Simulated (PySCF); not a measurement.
BF2Cl, SMILES FB(F)Cl. Atoms are numbered in the order given.

```xyz
4

B      0.0000     0.0000    -0.4412
F      0.0000    -1.1416    -1.1133
F      0.0000     1.1416    -1.1133
Cl     0.0000     0.0000     1.3085
```

Coordinates come from a PBE-D3(BJ)/def2-TZVP optimisation.

Calculation: B3LYP/pcSseg-2 (PySCF).

GIAO shieldings, no solvent; atoms alike by connectivity are averaged. δ = σ(ref) − σ: ¹¹B against BF3 (σ = 86.3 ppm); ¹⁹F against CFCl3 (σ = 159.6 ppm); ³⁵Cl against HCl (σ = 930.0 ppm), references at their B3LYP-D3(BJ)/def2-TZVP geometries, non-relativistic (without spin–orbit terms, shifts of atoms bonded to Cl or Br come out too high).

Computed chemical shifts:
| nucleus | atoms | count | δ (ppm) |
|---|---|---|---|
| ¹¹B | B1 | 1 | 13.1 |
| ¹⁹F | F2, F3 | 2 | -83.1 |
| ³⁵Cl | Cl4 | 1 | 78.1 |
